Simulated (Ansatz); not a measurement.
`[OH][SbH][NH][SiH3]` + `C=N` → `C=[N][SbH][OH]` + `N[SiH3]`  (ligand exchange at the Sb–N bond)

Program: Ansatz. Geometries: PBE0-D4/def2-TZVP. ΔE: electronic, gas phase. CBS: MP2 limit from def2 TZ/QZ plus the TZ coupled-cluster correction, frozen cores. This one scheme is used for every species. DFT in def2-TZVPP. B3LYP here is the variant with VWN-RPA as its local correlation; programs differ in this. def2 core potentials past Kr. For Sb outer-core shells are correlated without core-valence functions, which leaves a few kJ/mol of doubt a bond. One conformer a species, not always the lowest.

```json
{"level": "PBE-D4", "ΔE (kcal/mol)": "1.8", "difference from CCSD(T)/CBS": "-1.8"}
{"level": "r2SCAN-D4", "ΔE (kcal/mol)": "1.9", "difference from CCSD(T)/CBS": "-1.7"}
{"level": "B3LYP-D4", "ΔE (kcal/mol)": "2.5", "difference from CCSD(T)/CBS": "-1.1"}
{"level": "ωB97X-V", "ΔE (kcal/mol)": "3.0", "difference from CCSD(T)/CBS": "-0.6"}
{"level": "ωB97M-V", "ΔE (kcal/mol)": "3.1", "difference from CCSD(T)/CBS": "-0.5"}
{"level": "PBE", "ΔE (kcal/mol)": "1.3", "difference from CCSD(T)/CBS": "-2.3"}
{"level": "r2SCAN", "ΔE (kcal/mol)": "1.8", "difference from CCSD(T)/CBS": "-1.8"}
{"level": "B3LYP", "ΔE (kcal/mol)": "1.6", "difference from CCSD(T)/CBS": "-2.0"}
{"level": "HF/def2-TZVPP", "ΔE (kcal/mol)": "3.6", "difference from CCSD(T)/CBS": "0.0"}
{"level": "MP2/def2-TZVPP", "ΔE (kcal/mol)": "3.2", "difference from CCSD(T)/CBS": "-0.4"}
{"level": "SCS-MP2/def2-TZVPP", "ΔE (kcal/mol)": "3.4", "difference from CCSD(T)/CBS": "-0.2"}
{"level": "CCSD(T)/def2-TZVPP", "ΔE (kcal/mol)": "3.6", "difference from CCSD(T)/CBS": "0.0"}
{"level": "MP2/def2-QZVPP", "ΔE (kcal/mol)": "3.3", "difference from CCSD(T)/CBS": "-0.3"}
{"level": "SCS-MP2/def2-QZVPP", "ΔE (kcal/mol)": "3.5", "difference from CCSD(T)/CBS": "-0.1"}
{"level": "HF/CBS(def2)", "ΔE (kcal/mol)": "3.8", "difference from CCSD(T)/CBS": "0.2"}
{"level": "MP2/CBS(def2)", "ΔE (kcal/mol)": "3.2", "difference from CCSD(T)/CBS": "-0.4"}
{"level": "CCSD(T)/CBS", "ΔE (kcal/mol)": "3.6", "difference from CCSD(T)/CBS": "0"}
```

Largest T1 diagnostic among the species: 0.015.

The D4 term adds +0.9 kcal/mol with B3LYP and +0.5 kcal/mol with PBE0; it sums over pairs of atoms, weighted by their polarisabilities, and B3LYP, whose exchange is more repulsive, gets the larger term. From PBE to PBE0 (25 % exact exchange), in def2-TZVPP and without D4, ΔE moves by +0.8 kcal/mol.
